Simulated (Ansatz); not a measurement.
Reaction (formal exchange of groups at the Si–C bond): `BC([SiH3])C#C` + `CB[SiH2][AlH2]` → `[AlH2][SiH2]BC[SiH3]` + `BCC#C`

Calculated with Ansatz (gas phase, PBE0-D4/def2-TZVP geometries, no zero-point term in ΔE). CBS: MP2 limit from def2 TZ/QZ plus the TZ coupled-cluster correction, frozen cores. Functionals use def2-TZVPP. One conformer a species, not always the lowest.

| level | ΔE (kcal/mol) |
| --- | --- |
| PBE0 | 0.1 |
| CCSD/def2-TZVPP | -0.3 |

What does CCSD(T)/CBS give? (Estimate.)

The calculation gave: -0.1 kcal/mol. The listed levels differ from it by 0.2, -0.2 kcal/mol.

Largest T1 diagnostic among the species: 0.014.

In def2-TZVPP, CCSD(T) changes the Hartree–Fock value by +1.3 kcal/mol (the triples alone add +0.3 kcal/mol) and MP2 by +1.8 kcal/mol.
